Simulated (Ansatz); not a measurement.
Calculated with Ansatz (gas phase, PBE0-D4/def2-TZVP geometries, no zero-point term in ΔE). CCSD(T)/CBS adds triple-zeta CCSD(T) − MP2 to the extrapolated MP2 energy (def2 sets, frozen cores). This one scheme is used for every species. Functionals use def2-TZVPP. For Se outer-core shells are correlated without core-valence functions, which leaves a few kJ/mol of doubt a bond. Scalar relativity is left out up to krypton. Each species was taken in one conformer, which may not be the lowest.

Reaction (formal exchange of groups at the Se–C bond): `N=C([SiH3])[SeH]` + `O[SiH](O)F` → `O[Si](O)(F)[SeH]` + `N=C[SiH3]`

`N=C([SiH3])[SeH]`:

```xyz
9

N    -0.132   -0.982    1.700
C     0.220   -0.163    0.803
Si   -0.478   -0.039   -0.952
Se    1.605    1.078    1.286
H    -0.869   -1.605    1.370
H    -1.519   -1.091   -1.087
H     0.610   -0.252   -1.938
H    -1.068    1.308   -1.159
H     1.632    1.747   -0.023
```

`O[SiH](O)F`:

```xyz
7

O    -1.261   -0.467    0.200
Si    0.293   -0.169   -0.190
O     0.471    1.421   -0.437
F     1.203   -0.686    1.014
H    -1.468   -1.271    0.677
H     0.755   -0.858   -1.402
H     0.007    2.030    0.138
```

`O[Si](O)(F)[SeH]`:

```xyz
8

O    -1.331   -0.101   -0.802
Si    0.144    0.101   -0.143
O     0.544    1.651   -0.382
F     1.174   -0.875   -0.860
Se    0.264   -0.363    2.064
H    -1.804   -0.915   -0.621
H     0.050    2.129   -1.052
H     0.959   -1.627    1.795
```

`N=C[SiH3]`:

```xyz
8

N    -1.081   -0.627    1.171
C    -0.662    0.247    0.351
Si    0.914   -0.077   -0.638
H    -1.939   -0.323    1.637
H    -1.191    1.201    0.194
H     1.900    0.997   -0.341
H     0.595   -0.012   -2.090
H     1.464   -1.405   -0.283
```

CCSD(T)/CBS gives -71.4 kJ/mol.

Question: Another level gave -65.7 kJ/mol. Which?
A. HF/def2-TZVPP
B. CCSD/def2-TZVPP
C. r2SCAN-D4/def2-TZVPP
D. PBE-D4/def2-TZVPP

Answer: C. r2SCAN-D4 -65.7, CCSD/def2-TZVPP -71.2, HF/def2-TZVPP -82.4, PBE-D4 -61.7 kJ/mol.

Largest T1 diagnostic among the species: 0.012.

From PBE to PBE0 (25 % exact exchange), in def2-TZVPP and without D4, ΔE moves by −8.4 kJ/mol. In def2-TZVPP, CCSD(T) changes the Hartree–Fock value by +15.0 kJ/mol (the triples alone add +3.8 kJ/mol) and MP2 by +18.5 kJ/mol.
